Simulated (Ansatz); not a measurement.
Calculated with Ansatz (gas phase, PBE0-D4/def2-TZVP geometries, no zero-point term in ΔE). CCSD(T)/CBS adds triple-zeta CCSD(T) − MP2 to the extrapolated MP2 energy (def2 sets, frozen cores). This one scheme is used for every species. DFT in def2-TZVPP. HSE06 is defined as in plane-wave codes. For Br outer-core shells are correlated without core-valence functions, which leaves a few kJ/mol of doubt a bond. Scalar relativity is left out up to krypton. Each species was taken in one conformer, which may not be the lowest.

Consider the formal hydrolysis of a B–S bond: `COB(S)Br` + H₂O → `COB(O)Br` + H₂S.

`COB(S)Br`:

Cartesian coordinates in Å:
```
C -1.057 0.814 0.613
O 0.247 0.321 0.871
B 0.908 -0.439 -0.010
S 0.182 -0.895 -1.607
Br 2.672 -1.030 0.495
H -1.060 1.454 -0.274
H -1.363 1.397 1.480
H -1.760 -0.011 0.464
H 1.231 -1.611 -2.033
```

H₂O:

Cartesian coordinates in Å:
```
O 0.202 -0.194 -0.270
H 0.023 -0.465 0.633
H -0.225 0.660 -0.363
```

`COB(O)Br`:

Z-matrix (Å, degrees):
```
C
O 1 1.413
H 1 1.089 2 107.1
H 1 1.092 2 111.0 3 -119.4
H 1 1.092 2 111.0 3 119.4
B 2 1.338 1 124.8 3 179.6
Br 6 1.958 2 121.6 1 -0.0
O 6 1.350 2 119.0 1 180.0
H 8 0.959 6 113.3 2 180.0
```

H₂S:

```xyz
3

S     0.422   -0.440   -0.109
H     0.497    0.852    0.243
H    -0.919   -0.411   -0.134
```

```tsv
level	ΔE (kJ/mol)
r2SCAN-D4	-63.1
HSE06	-61.4
MP2/def2-SVP	-74.4
HF/def2-TZVPP	-84.6
```

Question: What does CCSD(T)/CBS give? (Estimate.)

Answer: Ansatz gave: -58.0 kJ/mol. The listed levels differ from it by -5.1, -3.4, -16.4, -26.6 kJ/mol.

Largest T1 diagnostic among the species: 0.011.

From PBE to PBE0 (25 % exact exchange), in def2-TZVPP and without D4, ΔE moves by −3.0 kJ/mol. Leaving LDA and LC-ωPBE aside and taking each functional with its dispersion term where it has one, the values, not all of them listed here, spread over 20.4 kJ/mol, from CAM-B3LYP-D4 to revPBE-D4. LDA lies −4.3 kJ/mol from PBE without D4. At CCSD(T), def2-SVP lies −19.7 kJ/mol from the extrapolated value and def2-TZVPP −4.8 kJ/mol.
